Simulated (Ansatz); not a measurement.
**Question.** Name a neutral molecule of B, C, Cl, Si and H with HOMO energy (PBE0/def2-TZVPP) between -7.05 and -6.75 eV and HOMO energy (PBE/def2-TZVPP) between -5.95 and -5.65 eV (Ansatz, PBE0-D4/def2-TZVP geometry).

**Answer.** `CC1[SiH2]B1Cl` (-6.81 eV, -5.74 eV); `ClB1C[SiH2]1` (-6.85 eV, -5.76 eV). Other molecules can fit too; these were computed, each in one conformer that needn't be the lowest.
